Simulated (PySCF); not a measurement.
A calculated (r2SCAN0, PySCF 2.14, dyall-av2z, no relativity, point nucleus) atom or ion has these occupied shells.

```tsv
shell	electrons	orbital energy (eV)	rms radius, mean of both spins (bohr)
1s α	1	-29301.9	0.0345
1s β	1	-29301.8	0.0345
2s α	1	-4389.5	0.139
2s β	1	-4389.4	0.139
2p α	3	-4107.7	0.121
2p β	3	-4107.6	0.121
3s α	1	-872.15	0.366
3s β	1	-872.07	0.366
3p α	3	-754.46	0.359
3p β	3	-754.34	0.359
3d α	5	-537.34	0.332
3d β	5	-537.27	0.332
4s α	1	-147.52	0.873
4s β	1	-147.32	0.873
4p α	3	-106.90	0.925
4p β	3	-106.70	0.925
4d α	5	-38.767	1.11
4d β	5	-38.502	1.11
5s α	1	-14.825	2.50
5s β	1	-11.516	2.50
5p α	3	-6.860	3.09
```

**Question.** Name the element and its charge.

**Answer.** Sb (antimony, neutral), in [Kr] 4d10 5s2 5p3, high-spin 4S determinant.
